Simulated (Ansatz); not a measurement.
A single point on CH₄AlFOS, SMILES `C[O][Al]([F])[SH]`.

```yaml
crystal:
  periodic: [false, false, false]
  atoms:
    - {symbol: C, position_ang: [-0.379935, -1.413553, 0.123976]}
    - {symbol: O, position_ang: [0.379790, -0.533368, -0.648159]}
    - {symbol: Al, position_ang: [0.762085, 1.088812, -0.700349]}
    - {symbol: F, position_ang: [1.761620, 1.622126, -1.885281]}
    - {symbol: S, position_ang: [0.019771, 2.558597, 0.708074]}
    - {symbol: H, position_ang: [-0.867794, -0.917935, 0.972899]}
    - {symbol: H, position_ang: [0.258147, -2.209472, 0.519489]}
    - {symbol: H, position_ang: [-1.158695, -1.875120, -0.490593]}
    - {symbol: H, position_ang: [-0.686489, 1.633811, 1.382944]}
basis:
  gaussian: {orbitals: def2-TZVPP}
hamiltonian: {xc: pbe}
correlation: {method: rpa}
```

```sh
$ ansatz run in.yaml --threads 4 --pin off --events-out ev --progress --plain
```

Output, abridged:

```
Functional definition: PBE
1399 factors; integrals over basis functions are off by at most 1.1e-3 eV
mean field evaluation 1: about -23279.9348 eV, gradient 7.9e1 eV
mean field evaluation 2: about -23279.9307 eV, gradient 7.9e1 eV
mean field evaluation 4: about -23288.6178 eV, gradient 3.6e1 eV
mean field evaluation 8: about -23291.4248 eV, gradient 6.7e-1 eV
mean field evaluation 16: about -23291.4250 eV, gradient 1.3e-3 eV
mean field -23291.42502830 eV, -855.9440822953 hartree, gradient 4.2e-6 eV, S^2 0.000000; 1 other end points of the search recorded, 0 dependent functions left out
13 core orbitals not correlated: weight in the atoms' cores, before any rotation towards them, 1.000 or more for the frozen orbitals, at most 0.000 for the correlated occupied ones
reference -23243.41667402 eV, -854.1798078165 hartree; 15, 15 occupied and 205, 205 virtual orbitals, 1399 factors
Total energy: -23282.82897221 eV, -855.6281830603 hartree
```

Run time 6 s (4 threads of a server CPU on a shared host); peak host memory 0.53 GiB.
